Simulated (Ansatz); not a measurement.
Species: CdI, charge 0, doublet. CdI (parent SMILES [Cd][I], doublet).
B3LYP-D3(BJ)/def2-TZVP minimum from Ansatz (a first-principles code):
```
Cd
I 1 2.7554
```
Charge 0, spin multiplicity 2.

Wanted: atomisation energy (electronic, to ground-state atoms), in kcal/mol. Radicals and triplets start from unrestricted determinants; spin-orbit coupling is neglected. Correlated methods leave the cores frozen (noble-gas shells, and filled d and f shells in the p block). Past Kr the def2 sets carry scalar-relativistic core potentials. CBS(X,Y): correlation extrapolated as X^-3, Hartree-Fock from the larger set. A bracket is a step between two methods taken in the basis named. Spin-orbit terms, left out, reach several kcal/mol for Br and I, and more for heavier atoms. The spin of CdI (parent SMILES [Cd][I], doublet) was assumed, and the state is the lowest solution found for it.

CCSD(T)/CBS(def2-TZVPP,def2-QZVPP) + [CCSDT(Q) - CCSD(T)]/def2-TZVPP (Ansatz) gives 28.0 kcal/mol.

**Question.** What does PBE/def2-TZVPD (Ansatz) give here, and how do the other levels compare?

**Answer.** PBE gives 28.3 kcal/mol, 0.3 kcal/mol above it. Differences of the others: r2SCAN/def2-TZVPD (Ansatz) 3.8; PBE0/def2-TZVPD (Ansatz) 1.7; wB97M-V/def2-TZVPD (Ansatz) -0.8; B2PLYP/def2-TZVPD (Ansatz) -2.4; CCSD(T)/CBS(def2-TZVPP,def2-QZVPP) (Ansatz) -0.2 kcal/mol.
